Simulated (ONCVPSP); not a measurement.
Er (Z = 68): ONCV pseudisation with PBE, scalar-relativistic reference atom.

```json
{
 "Element": "Er (Z = 68)",
 "Generator": "ONCVPSP 4.0.1",
 "Type": "optimised norm-conserving Vanderbilt (ONCV)",
 "Functional": "PBE",
 "Relativity": "scalar-relativistic",
 "Frozen core": "[Kr] 4d10 5s2",
 "Valence charge": "20",
 "Reference configuration": "4f11 5p6 5d1 6s2",
 "Partial waves": "6s: rc 2.45 bohr, ncon 4, nbas 7, qcut 2.3 1/bohr, 1 projector; 5p: rc 1.95 bohr, ncon 5, nbas 8, qcut 6.7 1/bohr, 2 projectors, debl 0.8 Ha; 5d: rc 3.15 bohr, ncon 4, nbas 8, qcut 4.6 1/bohr, 2 projectors, debl 2.3 Ha; 4f: rc 1.05 bohr, ncon 3, nbas 8, qcut 19.2 1/bohr, 2 projectors, debl 3.5 Ha",
 "Local potential": "polynomial inside 0.70 bohr (lpopt 5, dvloc0 0 Ha)",
 "Core correction": "Teter function, fcfact 1.5, rcfact 1.6"
}
```

All-electron outer shells of the reference configuration (PBE, scalar-relativistic, ld1.x):

```csv
shell,level (eV),outermost node (bohr),outermost maximum (bohr)
5s,-56.02,0.60,1.10
5p,-29.76,0.65,1.26
4f,-9.48,–,0.51
6s,-4.41,1.49,3.22
5d,-2.09,0.73,1.88
```

Task: Is a potential produced?

Result: No. ONCVPSP 4.0.1 stopped with "optimize: ERROR ps0norm > uunorm, code will stop": the continuity conditions at rc already need more norm inside rc than the all-electron wave has, so norm conservation cannot be met. It happened in the s channel.
